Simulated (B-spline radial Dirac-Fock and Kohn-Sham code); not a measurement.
# Cs: eigenvalues, ΔSCF and the reference

System: the Cs atom, 1s2 2s2 2p6 3s2 3p6 3d10 4s2 4p6 4d10 5s2 5p6 6s1.

The density-functional columns are spherical, spin-unpolarised Dirac-Kohn-Sham results without Breit or QED terms: −ε is minus the orbital energy of the initial state and ΔSCF the difference of two total energies, and "half-occupied" is minus the orbital energy with half an electron removed (Slater transition state). The reference in the last column comes from multi-electron Dirac-Fock with separately optimised hole states, Breit and Lamb-shift corrections added in first order. All numbers are from an atomic code on a B-spline grid, in eV; a selection of levels is shown. The Kohn-Sham columns are given as differences from the reference. For the 1s level of heavy atoms much of the gap between ΔSCF and the reference is the Breit and QED part, -131.1 eV here; for other levels the error of the functional can be larger.

```csv
level,LDA −ε − DF,LDA ΔSCF − DF,LDA half-occupied − DF,PBE −ε − DF,PBE ΔSCF − DF,Dirac-Fock
K (1s),-258.7,+119.2,+120.0,-220.2,+158.8,35988.7
L1 (2s),-123.7,-55.8,-55.9,-118.8,-51.1,5727.5
L2 (2p1/2),-92.0,-6.9,-7.1,-90.0,-5.1,5366.6
L3 (2p3/2),-96.0,-17.1,-17.3,-94.5,-15.8,5018.8
M1 (3s),-62.0,-39.2,-39.3,-60.5,-37.8,1226.5
M2 (3p1/2),-49.2,-25.5,-25.6,-48.7,-25.0,1075.9
M3 (3p3/2),-48.5,-25.8,-25.9,-48.1,-25.5,1007.9
M4 (3d3/2),-29.9,-4.3,-4.4,-30.1,-4.5,746.0
M5 (3d5/2),-30.2,-5.0,-5.1,-30.4,-5.2,732.1
N1 (4s),-27.3,-17.2,-17.3,-26.8,-16.7,246.8
N2 (4p1/2),-20.9,-11.1,-11.2,-20.6,-10.9,190.9
N3 (4p3/2),-20.9,-11.4,-11.5,-20.6,-11.1,177.0
N4 (4d3/2),-8.7,+0.1,0.0,-8.7,0.0,84.21
N5 (4d5/2),-8.7,0.0,-0.1,-8.7,-0.1,81.95
O2 (5p1/2),-3.6,+0.9,+0.8,-3.7,+0.7,18.36
O3 (5p3/2),-3.6,+0.8,+0.7,-3.6,+0.7,16.65
P1 (6s),-1.3,+0.5,+0.5,-1.4,+0.4,3.47
```

For the outermost level NIST gives 3.893906 eV (measured); the differences from it are LDA −ε -1.67, LDA ΔSCF +0.10, LDA half-occupied +0.11, PBE −ε -1.81, PBE ΔSCF -0.03, Dirac-Fock -0.42 eV.

Values without a named source are computed, but for edge energies of neutral atoms, which are taken from tables.
